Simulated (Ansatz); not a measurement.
`[AlH2][SiH2][SiH3]` + HBr → `[SiH3][SiH2]Br` + `[AlH3]` at 700 K and 1 bar (cleavage of the Si–Al bond).

Computed with Ansatz on PBE0-D4/def2-TZVP structures; ΔE is electronic, products minus reactants. CCSD(T)/CBS is the MP2 limit (def2-TZVPP, def2-QZVPP) plus CCSD(T) − MP2 in def2-TZVPP, frozen cores. This one scheme is used for every species. For Br outer-core shells are correlated without core-valence functions, which leaves a few kJ/mol of doubt a bond. Scalar relativity is left out up to krypton.

```csv
species,CCSD(T)/CBS energy (Eh),H − E (kJ/mol),S (J/(mol·K))
`[AlH2][SiH2][SiH3]`,-824.34741,225.8,484.0
HBr,-2573.91920,36.5,223.7
`[SiH3][SiH2]Br`,-3154.51510,177.9,432.7
`[AlH3]`,-243.78045,80.2,251.4
```

H − E and S are ideal-gas, rigid-rotor, harmonic terms from PBE0-D4/def2-TZVP. 1 Eh = 2625.50 kJ/mol, R = 8.31446 J/(mol·K).

Task: By hand: ΔE, ΔH, ΔS and ΔG.

Result: ΔE = (-3154.51510) + (-243.78045) − (-824.34741) − (-2573.91920) = -0.02894 Eh = -76.0 kJ/mol. Δ(H − E) = 177.9 + 80.2 − 225.8 − 36.5 = -4.2, so ΔH = -80.2 kJ/mol. ΔS = 432.7 + 251.4 − 484.0 − 223.7 = -23.6 J/(mol·K). ΔG = -80.2 − 700 × (-23.6)/1000 = -63.7 kJ/mol.

Task: By hand: the equilibrium constant, and the temperature at which ΔG would vanish if ΔH and ΔS stayed fixed.

Result: log₁₀ K = −ΔG/(RT ln 10) = 4.8. ΔG = 0 at ΔH/ΔS = 3398 K, far beyond where these terms or the molecules hold.

ΔH outweighs TΔS. A doubt of 5 kJ/mol in ΔE shifts log₁₀ K by 0.4 here. Modes under 60 cm⁻¹, often nearly free rotors, make the harmonic entropy too high. These are equilibria of isolated gas molecules and say nothing of rates. Largest T1 diagnostic: 0.013 (customary marks: 0.02 for closed shells, 0.045 for open ones).
